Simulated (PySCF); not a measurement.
# Correlation energy of As²³⁺ (arsenic, charge +23)

Starting occupation: [Ne]. Calculation: PySCF 2.14, in an even-tempered Gaussian basis (18 s from 1.5 bohr⁻², ratio 2.6; 12 p from 2 bohr⁻², ratio 2.6; 6 d from 2 bohr⁻², ratio 2.8; 3 f from 56 bohr⁻², ratio 2.8); X2C-1e with screened-nucleus spin-orbit coupling, Gaussian nucleus. Frozen: 1s2; 8 electrons correlated; the 50 highest virtual spinors left out.

MP2 pair energies summed by pair of shells (mhartree):

```
       pair  energy  share (%)
2p1/2-2p3/2  -97.76       33.5
2p3/2-2p3/2  -93.14       31.9
2p3/2-2s1/2  -44.62       15.3
2p1/2-2s1/2  -22.54        7.7
2p1/2-2p1/2  -22.40        7.7
2s1/2-2s1/2  -11.55        4.0
```

Total MP2 correlation energy: -292.01 mhartree.

The virtual space was cut to 44 spinors, which keep -224.26 of the -292.01 mhartree of MP2 correlation.

```csv
level,correlation energy (mhartree)
CCSD,-225.96
(T),-0.06
CCSD(T),-226.02
```

Diagnostics: T1 = 0.00012, largest double amplitude 0.004.

Cost of the coupled-cluster step: roughly 8 core-seconds, for 8 occupied and 44 virtual spinors.

The coupled-cluster values are those of the cut space; adding the MP2 remainder, -67.75 mhartree, estimates the full space.

At this charge the one-electron X2C treatment keeps the bare 1/r₁₂, with no two-electron picture change or Breit term. The effect here is smaller than on the frozen 1s shell.
